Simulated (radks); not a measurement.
Results of a calculation; reference values are marked as such.
All-electron atom: the nickel ion Ni+ in [Ar] 3d9.

Level of theory: scalar-relativistic Kohn-Sham, PBEsol, spin-polarised, spherical densities, point nucleus; open shells are filled with parallel spins first (a radial shooting solver on a logarithmic mesh with Libxc functionals).

Energy parts (eV):
total: -41334.479
kinetic: 41903.651
electron-nucleus: -99154.833
Hartree: 17603.676
exchange-correlation: -1686.972

Orbitals (lengths in bohr, moments of r in powers of bohr; <r^-3> diverges for s and p1/2):
orbital	occ.	eigenvalue (eV)	<r^-3>	<r^2>
1s up	1	-8207.628	-	0.003940
1s down	1	-8207.628	-	0.003940
2s up	1	-983.5508	-	0.07093
2s down	1	-983.0193	-	0.07088
2p up	3	-846.8759	623.5	0.05698
2p down	3	-846.4742	624.0	0.05692
3s up	1	-114.5009	-	0.6408
3s down	1	-113.4443	-	0.6420
3p up	3	-75.1356	78.36	0.7304
3p down	3	-74.0997	78.07	0.7328
3d up	5	-13.3803	6.519	1.544
3d down	4	-12.4617	6.396	1.619

The highest occupied level is 3d down at -12.462 eV. For comparison, the ionisation energy in NIST's Atomic Spectra Database is 18.169 eV (measured). In exact Kohn-Sham theory the highest level is minus the ionisation energy, but local and semilocal functionals leave it too shallow, through self-interaction and a potential that decays too fast; potentials with the right tail come closer. Spin moment in Bohr magnetons: 1.
